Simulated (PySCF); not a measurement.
Cost against result

Saddle point of CH4BBr, closed shell (CH₄BBr ([CH3][BH][Br]) → CH₃B ([BH][CH2]) + HBr; bonds formed: Br2–H4; bonds broken: B1–Br2, C3–H4), PBE0-D4/def2-TZVP structure:

B1  (-0.141, -0.221, 0.748)
Br2  (2.305, -0.159, -0.171)
C3  (-0.891, -0.054, -0.419)
H4  (1.073, 0.668, -0.296)
H5  (0.158, -0.250, 1.884)
H6  (-1.937, 0.226, -0.307)
H7  (-0.567, -0.210, -1.439)
(Å)

Barriers are electronic and count from the start structure reached by relaxing down the imaginary mode.

Program: PySCF 2.14 with density fitting (its default auxiliary sets; JK sets also for MP2 and CCSD(T)). Basis: as named in each row. Cores are frozen in the correlated methods. Filled d shells of the heavier atoms are correlated. The def2 sets are not built for correlating such inner shells, so the correlated values are less sure here. B3LYP uses VWN-RPA correlation. Extrapolation: Hartree–Fock as exp(−7.88 √X), correlation as X^−2.97.

Times are rough, for one single point on 4 threads of a shared host (Oxide Virtual Turin-like).

The estimate by CCSD(T) at an estimated basis limit (MP2 extrapolated from triple and quadruple zeta, plus CCSD(T) − MP2 in triple zeta) is 294.5 kJ/mol.

```json
{"method": "HF", "basis": "STO-3G", "time (s)": "under 1", "barrier (kJ/mol)": "506.9", "method less estimate": "212.5"}
{"method": "B3LYP-D4", "basis": "6-31G", "time (s)": "2", "barrier (kJ/mol)": "315.9", "method less estimate": "21.4"}
{"method": "PBE0-D4", "basis": "def2-SVP", "time (s)": "2", "barrier (kJ/mol)": "305.3", "method less estimate": "10.8"}
{"method": "MP2", "basis": "def2-QZVPP", "time (s)": "3", "barrier (kJ/mol)": "300.5", "method less estimate": "6.0"}
{"method": "PBE-D4", "basis": "def2-SVP", "time (s)": "3", "barrier (kJ/mol)": "282.8", "method less estimate": "-11.7"}
{"method": "SPW92", "basis": "def2-TZVPP", "time (s)": "4", "barrier (kJ/mol)": "272.9", "method less estimate": "-21.5"}
{"method": "PBE0-D4", "basis": "def2-TZVPP", "time (s)": "5", "barrier (kJ/mol)": "295.1", "method less estimate": "0.6"}
{"method": "B3LYP-D4", "basis": "def2-TZVPP", "time (s)": "5", "barrier (kJ/mol)": "284.4", "method less estimate": "-10.1"}
{"method": "BHLYP-D4", "basis": "def2-TZVPP", "time (s)": "5", "barrier (kJ/mol)": "307.7", "method less estimate": "13.2"}
{"method": "PBE-D4", "basis": "def2-TZVPP", "time (s)": "6", "barrier (kJ/mol)": "273.6", "method less estimate": "-20.8"}
{"method": "CCSD(T)", "basis": "def2-SVP", "time (s)": "9", "barrier (kJ/mol)": "308.8", "method less estimate": "14.3"}
{"method": "r2SCAN-D4", "basis": "def2-TZVPP", "time (s)": "10", "barrier (kJ/mol)": "287.5", "method less estimate": "-7.0"}
{"method": "wB97M-V", "basis": "def2-TZVPP", "time (s)": "100", "barrier (kJ/mol)": "293.4", "method less estimate": "-1.0"}
{"method": "CCSD(T)", "basis": "def2-TZVPP", "time (s)": "100", "barrier (kJ/mol)": "295.8", "method less estimate": "1.4"}
```

All methods are single points on the PBE0-D4 structures.

No T1 diagnostic of these runs exceeds 0.011.

Labels in which every atom is bracketed show which atoms are joined, not bond orders.
